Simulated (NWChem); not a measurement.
# C3H3ClOSi; SMILES C#C[Si@@H](Cl)C=O

```xyz
9

C      2.7152     1.0754    -0.2297
C      1.6032     0.6721     0.0567
Si    -0.0474     0.0095     0.4583
Cl    -1.5058     1.3237    -0.1922
C     -0.2733    -1.6512    -0.5007
O      0.0970    -2.6877    -0.0140
H      3.6980     1.4360    -0.4802
H     -0.1878    -0.2175     1.9171
H     -0.7442    -1.6254    -1.5228
```
Atoms are numbered in this order, from 1.

Program: NWChem. Pople sets run with spherical d functions. Geometry: optimised at PBE0/def2-SVP. GIAO values for the isolated, static molecule; σ is the absolute isotropic shielding, δ = σ(reference) − σ with the isolated reference molecule computed at the same levels (13C: tetramethylsilane, 1H: tetramethylsilane, 17O: water, 29Si: tetramethylsilane).

| level | δ C1 (ppm) | δ Si3 (ppm) | σ Cl4 (ppm) | δ C5 (ppm) | δ O6 (ppm) | δ H7 (ppm) | δ H9 (ppm) |
|---|---|---|---|---|---|---|---|
| B3LYP/6-311G** | 105.0 | -54.8 | 940.6 | 229.6 | 909.7 | 2.60 | 11.47 |
| PBE/pcSseg-1 | 105.6 | -60.3 | 937.3 | 234.0 | 900.8 | 2.62 | 11.65 |
| BHandHLYP/pcSseg-1 | 109.9 | -52.4 | 971.3 | 234.8 | 935.4 | 2.74 | 11.09 |
